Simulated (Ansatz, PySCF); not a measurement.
Gas-phase reaction in SMILES: C[SiH]C → C[SiH-]C (an electron is taken up)
Structures are relaxed separately at B3LYP-D3(BJ)/def2-TZVP in Ansatz (an electronic-structure program). Frequencies are from Ansatz or PySCF.

Quantity: adiabatic electron affinity (0 K, with B3LYP-D3(BJ) harmonic zero-point energies), positive where the reaction releases energy, in eV. Correlated levels leave the core frozen unless marked. UHF or UKS for open shells. Spin-orbit coupling is left out. Non-relativistic. Anions need diffuse functions: aug- sets have them; def2-D sets add few; the other sets have none. CBS marks a two-point X^-3 extrapolation of the correlation energy; Hartree-Fock from the larger set. [CCSD(T)-MP2]/basis is that difference in the basis named.

| level | program | adiabatic electron affinity (eV) | minus last row |
|---|---|---|---|
| HF/cc-pV(T+d)Z | Ansatz | -0.41 | -1.38 |
| r2SCAN-D3(BJ)/def2-TZVPD | Ansatz + dftd3 | 0.72 | -0.25 |
| PBE0/def2-TZVPD | Ansatz | 0.77 | -0.20 |
| r2SCANh/def2-TZVPD | Ansatz | 0.70 | -0.27 |
| MP2/cc-pV(D+d)Z | Ansatz | 0.34 | -0.63 |
| RI-MP2/CBS(aug-cc-pV(T+d)Z,aug-cc-pV(Q+d)Z)+[CCSD(T)-MP2]/aug-cc-pV(T+d)Z | Ansatz | 1.01 | 0.04 |
| CCSD(T)/CBS(aug-cc-pV(T+d)Z,aug-cc-pV(Q+d)Z) | Ansatz | 0.97 | 0.00 |
